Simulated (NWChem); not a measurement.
# Atomisation of CH₃ClOSi

```xyz
7

O     -2.2527     1.2675     0.0000
C     -1.5390     0.2969     0.0000
Si     0.3722     0.5615     0.0000
Cl     1.3250    -1.2753     0.0000
H     -1.9713    -0.7419     0.0000
H      0.7453     1.3192    -1.2247
H      0.7453     1.3192     1.2247
```
Charge 0, spin multiplicity 1.

All runs are NWChem calculations. All single points use one geometry, from PBE0/def2-SVP, a minimum by its harmonic frequencies. It is one conformer; others weren't searched.

Basis set: def2-TZVP. The atomisation energy is electronic alone: no zero-point, thermal, spin-orbit or counterpoise terms. No value is extrapolated to the basis-set limit. Free atoms are single determinants with multiplicities O 3, C 3, Si 3, Cl 2, H 2.

B3LYP has NWChem's definition, with VWN1-RPA local correlation. The structure started from a generated list of species. No SCF solution was tested for a lower state.

Question: For the atomisation energy, r2SCAN gives 595.6 kcal/mol and PBE0 gives 589.7 kcal/mol. What do B3LYP, CAM-B3LYP, PBE give?

Answer: B3LYP: 586.3 kcal/mol; CAM-B3LYP: 590.6 kcal/mol; PBE: 604.6 kcal/mol.
